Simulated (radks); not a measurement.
The ytterbium ion Yb2+, 68 electrons, occupied as [Xe] 4f12 6p2 (not the ground configuration).

Calculated with a radial shooting solver on a logarithmic mesh with Libxc functionals: scalar-relativistic Kohn-Sham, SCAN, spin-polarised, spherical densities, finite nucleus; open shells are filled with parallel spins first (spin-orbit coupling, left out, can overturn this in heavy ions); meta-GGA in the generalised Kohn-Sham scheme; Fermi nuclear charge, rms radius 5.3108 fm.

Energy parts (hartree):
| part | energy |
|---|---|
| total | -14058.4673 |
| kinetic | 15318.1353 |
| electron-nucleus | -34511.5154 |
| Hartree | 5427.3838 |
| exchange-correlation | -292.4710 |

Orbitals (lengths in bohr, moments of r in powers of bohr; r(max) is where P^2 peaks; r(90%) holds 90 % of the orbital's charge):
orbital  occ.  eigenvalue (hartree)  r(90%)      <r^2>   r(max)       <r^4>
1s up       1             -2254.516  0.0357  0.0005301  0.01237   7.565e-07
1s down     1             -2254.515  0.0357  0.0005301  0.01237   7.565e-07
2s up       1             -384.0722   0.129   0.008205  0.07052   0.0001161
2s down     1             -384.0696   0.129   0.008205  0.07052   0.0001161
2p up       3             -338.5247   0.121   0.006715  0.05757  0.00008930
2p down     3             -338.5223   0.121   0.006715  0.05757  0.00008930
3s up       1             -88.14850   0.317    0.05358   0.1991    0.004330
3s down     1             -88.10530   0.317    0.05354   0.1991    0.004324
3p up       3             -74.32709   0.323    0.05417   0.1964    0.004611
3p down     3             -74.28188   0.323    0.05412   0.1964    0.004604
3d up       5             -57.48108   0.305    0.04519   0.1605    0.003615
3d down     5             -57.44393   0.305    0.04514   0.1605    0.003606
4s up       1             -18.72967   0.698     0.2673   0.4551      0.1036
4s down     1             -18.63796   0.699     0.2676   0.4551      0.1040
4p up       3             -14.15886   0.750     0.3030   0.4759      0.1370
4p down     3             -14.06943   0.751     0.3036   0.4759      0.1377
4d up       5              -8.12573   0.835     0.3585   0.4901      0.2085
4d down     5              -8.03701   0.836     0.3599   0.4902      0.2107
4f up       7              -1.51696    1.17     0.6161   0.4766      0.9460
4f down     5              -1.42983    1.18     0.6303   0.4776       1.000
5s up       1              -3.22918    1.67      1.518    1.047       3.382
5s down     1              -3.21766    1.68      1.535    1.051       3.453
5p up       3              -2.11678    1.96      2.058    1.189       6.471
5p down     3              -2.10535    1.96      2.057    1.197       6.383
6p up       2              -0.57134    4.94      13.49    3.206       256.9

The highest occupied level is 6p up at -15.547 eV. Spin moment in Bohr magnetons: 4. The spin density at the nucleus is 2.61 e/bohr^3 (1s -0.12, 2s -0.91, 3s -11.05, 4s 5.94, 5s 8.74). The density falls to 0.001 e/bohr^3 at r = 4.82 bohr.
